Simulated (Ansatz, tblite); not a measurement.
Cost and result up the ladder for NbO2 (the lowest doublet isomer of a short search) (3 atoms). Charge 0, multiplicity 2. Geometry: PBE0-D4/def2-TZVP.

| atom | x (Å) | y (Å) | z (Å) |
| --- | --- | --- | --- |
| Nb1 | -0.589 | 0.187 | 0.309 |
| O2 | -0.367 | -1.048 | -0.838 |
| O3 | 0.956 | 0.862 | 0.528 |

Ansatz on 4 threads of AMD EPYC 9R45 on a shared host; xTB runs through tblite on one thread. Times are rough, summed over both states, and most runs start from the orbitals of an earlier one. No level here is sound enough to serve as a yardstick. The other state is a singlet.

In the def2 sets Nb takes a core potential; there is no spin–orbit coupling. The xTB rows come from tblite. The structure comes from a short search, and lower isomers may exist.

Run but left out: GFN2-xTB (tight binding far off the other levels); HF/def2-TZVPP, MP2/def2-TZVPP, CCSD/def2-TZVPP, CCSD(T)/def2-TZVPP (charge +1 singlet: restricted singlet, unstable towards broken spin symmetry).

Raw xTB energies of ions are shifted by several eV, and xTB has no spin-polarisation term.

```
                         level  functions  vertical IE (eV)                                     remarks
PBE-D4/def2-TZVP (with forces)        102              7.91  restricted SCF unstable in HF (+1 singlet)
                      GFN1-xTB         17             12.90                                           –
             PBE0-D4/def2-TZVP        102              8.02  restricted SCF unstable in HF (+1 singlet)
           r2SCAN-D4/def2-TZVP        102              7.98  restricted SCF unstable in HF (+1 singlet)
```

Estimate how long each takes.

GFN1-xTB 0.002 s; PBE-D4/def2-TZVP (with forces) 0.7 s; PBE0-D4/def2-TZVP 0.9 s; r2SCAN-D4/def2-TZVP 1.2 s. On shared hardware such times vary by a factor of up to 3.
